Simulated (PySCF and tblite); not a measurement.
The numbers below are computed, except where a source is named.
C₆H₆O₂, numbered as in [O:1]=[CH:2]/[CH:3]=[CH:4]/[CH:5]=[CH:6]/[CH:7]=[O:8].

Free energies: B3LYP-D3(BJ)/pcSseg-1 (IEF-PCM, tetrahydrofuran) on GFN2-xTB structures plus GFN2-xTB thermal terms, symmetry and mirror images included. Conformers within 2.5 kcal/mol (GFN2-xTB free energy) were kept, 5 at most. Couplings: B3LYP/6-31G* with pcJ-1 on H (gas phase; spin-dipole term only for pairs with B, N, F, Si or P). Couplings are for ¹H. H–H couplings come out 0.1 to 0.9 Hz lower than with pcJ-1 on all atoms. (PySCF 2.14, tblite 0.8.)

Torsions listed: O1–C2–C3–C4, C3–C4–C5–C6, C5–C6–C7–O8.

```json
{"conformer": "1", "shape": "180°, 180°, 180°", "weight %": "82.0"}
{"conformer": "2", "shape": "180°, 180°, 0°", "weight %": "17.0"}
{"conformer": "3", "shape": "0°, 180°, 0°", "weight %": "1.0"}
```

Q: Give the couplings in each conformer and the averages at 298.15 K (pairs that fast motion interchanges averaged).

A: 
```
 coupling  pairs     1     2     3  average (Hz)
³J(H2,H3)      2   7.0   4.3   1.5           6.5
³J(H3,H4)      2  15.0  14.8  14.7          15.0
³J(H4,H5)      1  10.8  11.5  12.4          10.9
```


Conformer gaps in pcSseg-1 on xTB geometries can be 2 kcal/mol off for S=O, P=O and other polar bonds.